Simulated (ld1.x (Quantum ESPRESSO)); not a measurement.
# What the settings do to the PAW potential of fluorine

Base potential:

ld1.x (Quantum ESPRESSO) 7.5 input, shortened:

```
&input
   title='F', zed=9., rel=0, dft='PBESOL', iswitch=3,
   config='[He] 2s2 2p4.75 3d-2'
 /
 &inputp
   pseudotype=3, lpaw=.true., tm=.true., lloc=-2, rcloc=0.85,
   nlcc=.true., new_core_ps=.true.,
   which_augfun='BESSEL', rmatch_augfun=0.55
 /
5
2S  1  0   2.00   0.00  0.65  0.85  0.0
2S  1  0   0.00   2.60  0.65  0.85  0.0
2P  2  1   4.75   0.00  1.35  1.75  0.0
2P  2  1   0.00   3.25  1.35  1.75  0.0
3D  3  2  -2.00  -0.10  1.05  1.25  0.0
 &test
   configts(1)='2s2 2p4.75'
 /
```

All-electron outer shells of the reference configuration (PBEsol, non-relativistic, ld1.x):

| shell | level (eV) | outermost node (bohr) | outermost maximum (bohr) |
| --- | --- | --- | --- |
| 2s | -33.67 | 0.24 | 0.76 |
| 2p | -14.99 | – | 0.70 |

Cutoffs, loose and tight: the cutoffs (Ry, on a coarse ladder) from which the occupation-weighted sum of valence levels, in a spherical-Bessel basis at the reference potential, stays within 10 and 1 mRy of its value at 400 Ry. They do not see the model core or the augmentation charge, which bear on the density cutoff. Test errors are all-electron minus pseudo excitation energies from the reference, over the configurations 2s2 2p5; 2s2 2p4; 2s2 2p3; 2s2 2p2; 2s1 2p5; 2s2 2p1; 2s1 2p6. A dash means not determined; rows that change the core or the reference have their own tests. The largest error is taken over the tests solved by every variant that gives reliable tests at all: 2s1 2p5; 2s2 2p2; 2s2 2p3; 2s2 2p4; 2s2 2p5.

The default core radius of the base comes out at 0.29 bohr.

```csv
change,outcome,"cutoff, loose","cutoff, tight",bound ghosts,largest test error (meV)
base,generated,25 Ry,50 Ry,none,+6.7
"all radii but the core radius scaled by about 0.73 (s 0.62, p 1.28, d 0.92 bohr, rcut 0.48/0.98/0.76); local potential all-electron potential smoothed inside 0.62 bohr (lloc = -2); augmentation BESSEL, radius 0.40 bohr",generated,90 Ry,140 Ry,none,+91
"waves 2p (bound): rcut 1.35, rcutus 2.28 bohr; 2p channel at 3.25 Ry: rcut 1.35, rcutus 2.28 bohr",generated,25 Ry,40 Ry,none,+542
"augmentation BESSEL, radius 0.70 bohr",generated,25 Ry,50 Ry,none,-8.4
"wave 3d channel at -0.1 Ry: rcut 1.05, rcutus 1.25 bohr becomes 3d channel at -0.1 Ry: rcut 1.05, rcutus 1.44 bohr",generated,25 Ry,50 Ry,none,+6.7
"wave 2s channel at 2.6 Ry: rcut 0.65, rcutus 0.85 bohr becomes 2s channel at -2.04 Ry: rcut 0.65, rcutus 0.85 bohr",generated,25 Ry,50 Ry,none,+6.8
core correction Bessel-smoothed model core inside 0.52 bohr,generated,25 Ry,50 Ry,none,-7.1
local potential all-electron potential smoothed inside 1.90 bohr (lloc = -2),generated,25 Ry,60 Ry,none,+356
```

(1) What comes out with this change to the base: reference 2s2 2p3; added wave 3d channel at 2.5 Ry: rcut 1.05, rcutus 1.25 bohr?

(2) What comes out with this change to the base: functional PW91; added wave 3d channel at 0.55 Ry: rcut 1.05, rcutus 1.25 bohr?

## Answers

(1) outcome: generated; cutoff, loose: 30 Ry; cutoff, tight: 70 Ry; bound ghosts: none; largest test error (meV): +108.

(2) outcome: generated; cutoff, loose: 25 Ry; cutoff, tight: 50 Ry; bound ghosts: none; largest test error (meV): -30.
